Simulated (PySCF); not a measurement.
# Electron affinity of Sn by level of theory

Sn⁻ [Kr] 4d10 5s2 5p3 (4S) → Sn [Kr] 4d10 5s2 5p2 (3P), as a difference of total energies. All numbers are calculated (PySCF 2.14, scalar relativity through the core potential, in def2-QZVPPD with the def2 core potential (28 electrons) (8s6p5d4f1g, 88 functions)). Correlated levels: valence: 4s2 4p6 4d10 frozen; valence and next inner shell: nothing frozen outside the core potential. The calculations carry no spin-orbit coupling.

```tsv
method	electron affinity (eV)	difference from reference (eV)
UHF	0.933	-0.179
LDA	1.497	+0.385
PBE	1.354	+0.242
PBE0	1.369	+0.257
r2SCAN	1.478	+0.366
wB97X-V	1.140	+0.028
revPBE	1.304	+0.192
B3LYP	1.286	+0.174
LC-wPBE	1.368	+0.256
MP2 (valence)	1.344	+0.232
SCS-MP2 (valence)	1.207	+0.095
MP2 (valence and next inner shell)	1.395	+0.283
SCS-MP2 (valence and next inner shell)	1.233	+0.121
```

Reference: 1.112 eV (measured; photodetachment measurements, as compiled on the Wikipedia data page of electron affinities).

The reference lies between the lowest fine-structure levels, while these numbers refer to the centres of the terms.

Errors of the correlated levels include the incompleteness of this basis and the frozen core.

In the anion the highest occupied orbital energy is positive at LDA, PBE, PBE0, r2SCAN, revPBE, B3LYP, a self-interaction effect; the basis confines that electron, and the energy difference can still be sensible.
